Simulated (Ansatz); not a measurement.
All values below come from frozen-core CCSD(T)/def2-TZVPP // PBE-D3(BJ)/def2-SVP in Ansatz (a program for electronic structure).

Ansatz 0.2 input:
```yaml
crystal:
  periodic: [false, false, false]
  atoms:
    - { symbol: Zn, position_ang: [0.062244, 0.058223, -0.063085] }
    - { symbol: N, position_ang: [0.58872, -1.696074, -0.144909] }
    - { symbol: H, position_ang: [1.601453, -1.808979, 0.004852] }
    - { symbol: H, position_ang: [0.398382, -2.120236, -1.063953] }
    - { symbol: Br, position_ang: [-0.733837, 2.139508, 0.2269] }
basis:
  gaussian: { orbitals: def2-TZVPP }
correlation:
  method: ccsd_t
```

Output:

```
Functional definition: HF
1129 factors; integrals over basis functions are off by at most 8.7e-4 eV
mean field evaluation 1: about -119888.2727 eV, gradient 3.7e1 eV
mean field evaluation 2: about -119888.5018 eV, gradient 3.8e1 eV
mean field evaluation 4: about -119891.3951 eV, gradient 4.7e0 eV
mean field evaluation 8: about -119891.4335 eV, gradient 5.0e-1 eV
mean field evaluation 16: about -119888.2730 eV, gradient 3.7e1 eV
mean field -119891.43436509 eV, -4405.9289475842 hartree, gradient 3.9e-6 eV, S^2 0.000000; 0 other end points of the search recorded, 0 dependent functions left out
15 core orbitals not correlated
reference -119891.43436509 eV, -4405.9289475842 hartree; 22, 22 occupied and 134, 134 virtual orbitals, 1129 factors
second order -36.07724893 eV of doubles, -0.00000000 eV of singles
cycle   1  -32.71454506 eV  change     3.4e0 eV  update   1.5e-1
cycle   2  -33.92976074 eV  change    -1.2e0 eV  update   7.2e-2
cycle   3  -34.17340079 eV  change   -2.4e-1 eV  update   2.3e-2
cycle   4  -34.12592550 eV  change    4.7e-2 eV  update   9.5e-3
cycle   5  -34.10391757 eV  change    2.2e-2 eV  update   3.6e-3
cycle   6  -34.10836537 eV  change   -4.4e-3 eV  update   1.3e-3
cycle   7  -34.10869443 eV  change   -3.3e-4 eV  update   6.0e-4
cycle   8  -34.10764192 eV  change    1.1e-3 eV  update   2.3e-4
cycle   9  -34.10790140 eV  change   -2.6e-4 eV  update   9.1e-5
cycle  10  -34.10807413 eV  change   -1.7e-4 eV  update   3.8e-5
cycle  11  -34.10794000 eV  change    1.3e-4 eV  update   1.9e-5
cycle  12  -34.10793915 eV  change    8.6e-7 eV  update   9.7e-6
perturbative correction -0.97067256 eV, -0.0356715585 hartree
Total energy: -119926.51297680 eV, -4407.2180627872 hartree
```

Cost: very roughly 110 core-seconds.
